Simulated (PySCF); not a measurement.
Rotational lines of KMg⁻

Lines J+1 ← J of the vibrational ground state, computed from RHF-MP2 constants of KMg⁻, ¹Σ⁺ (singlet), closed shell (PySCF, no relativity, basis sets K aug-pcseg-1, Mg aug-pcseg-1; masses 38.9637 and 23.9850 u), in MHz:

| J | ν (MHz) |
| --- | --- |
| 0 | 2983.8 |
| 1 | 5967.2 |
| 2 | 8949.9 |
| 3 | 11931.4 |
| 4 | 14911.6 |

Problem. Find B0 and the effective bond length r0; with αe = 0.00147 cm⁻¹, find Re.

Solution. ν = 2B0(J+1) − 4D(J+1)³ gives B0 = 0.049765 cm⁻¹. With the reduced mass μred = 14.846 u, r0 = √(16.8576/(μred·B0)) (u, cm⁻¹, Å) = 4.7767 Å. Be = B0 + αe/2 = 0.050500 cm⁻¹ gives Re = 4.742 Å.

Correlated steps freeze 6 core orbitals.
